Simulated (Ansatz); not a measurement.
Computed with Ansatz on PBE0-D4/def2-TZVP structures; ΔE is electronic, products minus reactants. CCSD(T)/CBS adds triple-zeta CCSD(T) − MP2 to the extrapolated MP2 energy (def2 sets, frozen cores). This one scheme is used for every species. DFT in def2-TZVPP. B3LYP here is the variant with VWN-RPA as its local correlation; programs differ in this. Each species was taken in one conformer, which may not be the lowest.

Consider the formal hydrolysis of the Al–N bond: `[NH2][Al]([OH])[SiH3]` + H₂O → `[OH][Al]([OH])[SiH3]` + NH₃.

`[NH2][Al]([OH])[SiH3]`:

Cartesian coordinates in Å:
```
N 1.119 -1.286 1.159
Al -0.240 -0.581 0.287
O -1.705 -1.440 0.359
Si 0.014 1.518 -0.944
H 1.086 -2.145 1.685
H 2.040 -0.883 1.198
H -2.509 -1.158 -0.072
H -0.299 1.346 -2.393
H 1.401 2.057 -0.850
H -0.907 2.572 -0.428
```

H₂O:

Z-matrix (Å, degrees):
```
O
H 1 0.960
H 1 0.960 2 105.1
```

`[OH][Al]([OH])[SiH3]`:

Cartesian coordinates in Å:
```
O -0.613 0.815 -1.860
Al -0.608 0.133 -0.310
O -2.014 -0.222 0.567
Si 1.532 -0.351 0.741
H -1.381 1.060 -2.372
H -2.915 -0.075 0.288
H 1.819 0.638 1.818
H 2.651 -0.296 -0.238
H 1.529 -1.703 1.366
```

NH₃:

Z-matrix (Å, degrees):
```
N
H 1 1.013
H 1 1.013 2 107.1
H 1 1.013 2 107.1 3 -114.5
```

Problem. Is it downhill or uphill in electronic energy at CCSD(T)/CBS, and by how much? (Estimate.)

Solution. Ansatz gave: Downhill: ΔE = -45.2 kJ/mol.

Problem. What do these levels give: PBE-D4, BLYP-D4, B3LYP-D4, LC-ωPBE, HF/def2-SVP, HF/def2-TZVPP? (An estimate is asked.)

Solution. The calculation gave: PBE-D4 -44.4, BLYP-D4 -48.9, B3LYP-D4 -48.6, LC-ωPBE -46.7, HF/def2-SVP -51.7, HF/def2-TZVPP -52.4 kJ/mol.

Largest T1 diagnostic among the species: 0.013.

Leaving LDA and LC-ωPBE aside and taking each functional with its dispersion term where it has one, the values, not all of them listed here, spread over 7.5 kJ/mol, from B2PLYP to revPBE-D4. In def2-TZVPP, CCSD(T) changes the Hartree–Fock value by +5.2 kJ/mol (the triples alone add +0.7 kJ/mol) and MP2 by +4.3 kJ/mol.
